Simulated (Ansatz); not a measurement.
Basis-set extrapolation for `OP[SiH2][SiH3]` (PBE0-D4/def2-TZVP geometry, frozen core, the Gaussian-basis code of Ansatz). Multiplicity 1, RHF reference.

```tsv
	def2-TZVPP	def2-QZVPP
HF	-997.613046	-997.644929
MP2 correlation	-0.648149	-0.699380
CCSD(T) correlation	-0.737668	not run
```

Energies in hartree. Use E(X) = E(∞) + A·exp(−7.88·√X) for Hartree–Fock and E(X) = E(∞) + B·X^(−2.97) for correlation, with X = 3 and 4, and add CCSD(T) minus MP2 of the smaller set to the MP2 limit.

Task: What is the CCSD(T) energy at the basis-set limit?

Result: HF limit: -997.644929 + (-0.031883) × 0.13774 = -997.64932. MP2 limit: -0.699380 + (-0.051231) × 0.74074 = -0.73733. Higher-order term: -0.737668 − (-0.648149) = -0.08952. Total: -998.47617 hartree, 329.4 kJ/mol below CCSD(T)/def2-TZVPP.
